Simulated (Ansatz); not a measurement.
`O=CBBr` + H–F → `FBBr` + `C=O` at 400 K and 1 bar (ligand exchange at a B–C bond).

Gas-phase electronic energies from Ansatz, PBE0-D4/def2-TZVP geometries. CCSD(T)/CBS adds triple-zeta CCSD(T) − MP2 to the extrapolated MP2 energy (def2 sets, frozen cores). This one scheme is used for every species. For Br outer-core shells are correlated without core-valence functions, which leaves a few kJ/mol of doubt a bond. Scalar relativity is left out up to krypton. One conformer a species, not always the lowest.

```tsv
species	CCSD(T)/CBS energy (Eh)	H − E (kJ/mol)	S (J/(mol·K))
`O=CBBr`	-2712.53327	104.9	335.8
H–F	-100.39570	36.5	182.2
`FBBr`	-2698.59010	58.3	288.8
`C=O`	-114.39408	83.9	229.4
```

H − E and S are ideal-gas, rigid-rotor, harmonic terms from PBE0-D4/def2-TZVP, for one conformer and one mirror image of each species. 1 Eh = 2625.50 kJ/mol, R = 8.31446 J/(mol·K).

Q: By hand: ΔE, ΔH, ΔS and ΔG.

A: ΔE = (-2698.59010) + (-114.39408) − (-2712.53327) − (-100.39570) = -0.05521 Eh = -145.0 kJ/mol. Δ(H − E) = 58.3 + 83.9 − 104.9 − 36.5 = 0.8, so ΔH = -144.2 kJ/mol. ΔS = 288.8 + 229.4 − 335.8 − 182.2 = 0.2 J/(mol·K). ΔG = -144.2 − 400 × (0.2)/1000 = -144.3 kJ/mol.

Q: By hand: the equilibrium constant, and the temperature at which ΔG would vanish if ΔH and ΔS stayed fixed.

A: log₁₀ K = −ΔG/(RT ln 10) = 18.8. ΔH and −TΔS have one sign here, so there is no such temperature.

The number of gas molecules stays the same, so ΔS is small and ΔH decides. A doubt of 5 kJ/mol in ΔE shifts log₁₀ K by 0.7 here. Other conformers and mirror images would add mixing entropy, several J/(mol·K) or more a flexible species. These are equilibria of isolated gas molecules and say nothing of rates. Largest T1 diagnostic: 0.015 (customary marks: 0.02 for closed shells, 0.045 for open ones).

ΔS is within the doubt of such terms, so its sign, and with it that verdict, could turn.
